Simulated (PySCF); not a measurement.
## Electron correlation in Be (beryllium, neutral)

[He] 2p2, high-spin 3P determinant (an excited configuration). All numbers are calculated (PySCF 2.14, the spin-free X2C one-electron Hamiltonian (Gaussian nucleus), in x2c-QZVPPall (7s4p2d1f, 36 functions)). Frozen: 1s2; 2 electrons correlated.

With two correlated electrons CCSD is exact within the correlated space (frozen core and kept virtual orbitals).

```json
{"level": "CCSD", "correlation energy (mhartree)": "-9.01"}
```

Diagnostics: T1 = 0.0034, D1 = 0.0047, largest double amplitude 0.063.

Cost of the coupled-cluster step: of the order of 0.22 core-seconds, for 2 correlated electrons.
